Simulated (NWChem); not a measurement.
System: GaH₃S₂; SMILES [SH][GaH][SH]

Input file for NWChem:

```
start job
memory heap 200 mb stack 900 mb global 1100 mb
geometry units angstroms noautoz
  Ga     0.000000     0.000000    -0.582013
  H      0.000000     0.000000    -2.140798
  S     -1.844648    -0.025325     0.618268
  H     -2.656916    -0.035683    -0.461691
  S      1.844648     0.025325     0.618268
  H      2.656916     0.035683    -0.461691
end
basis spherical
  * library def2-svp
end
dft
  xc b3lyp
  iterations 150
  vectors input atomic output neutral.movecs
end
task dft energy
charge 1
dft
  odft
  mult 2
  vectors input atomic output cation.movecs
end
task dft energy
```

Structure relaxed at the PBE0/def2-SVP level.

Ions are spin-unrestricted doublets at the neutral geometry; other ion states weren't tried.

Q: Predict the main results of this run. (B3LYP/def2-SVP, vertical spin-unrestricted ions.) Quantities: vertical ionisation energy, ΔSCF (eV); −ε(HOMO) (eV).

A: 
```yaml
vertical ionisation energy, ΔSCF (eV): 9.32
"−ε(HOMO) (eV)": 7.04
```
